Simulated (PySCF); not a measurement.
Species: Cu2 (singlet state).
SMILES with atom numbers: `[Cu:1][Cu:2]`

The calculation used MP2 and CCSD/aug-cc-pVDZ in PySCF, restricted Hartree–Fock reference, 10 core orbitals frozen, non-relativistic, gas phase, PBE0-D3(BJ)/def2-SVP geometry.

E(HF) = -3277.93807 Eh.

(1) How large is the problem?

(2) What are the MP2 and CCSD correlation energies?

(3) What is the T1 diagnostic?

Results:

(1) 118 basis functions and 58 electrons; 10 orbitals frozen, which leaves o = 19 correlated occupied and v = 89 virtual orbitals. That is o·v = 1691 singles and o·v(o·v + 1)/2 = 1430586 distinct closed-shell doubles amplitudes before symmetry; the costliest CCSD step grows as o²v⁴ = 2.3 × 10^10.

(2) MP2 -1.4451 Eh and CCSD -1.2260 Eh, which gives totals of -3279.38316 and -3279.16406 Eh. That is 0.878 eV for each correlated electron at CCSD (3219 kJ/mol in all, 0.037 % of the total energy); MP2 gives 117.9 % of the CCSD value.

(3) 0.0276, for which the customary limit of 0.02, set for main-group molecules, is no guide with a transition metal. It is the norm of the spatial-orbital singles amplitudes over the root of the number of correlated electrons, so the norm is 0.170.

No triples correction and no basis-set extrapolation were made.

The job also held the EOM ionisation and excitation roots. The run took 26 min of wall time on an Arm Neoverse V2 with one thread, shared host.
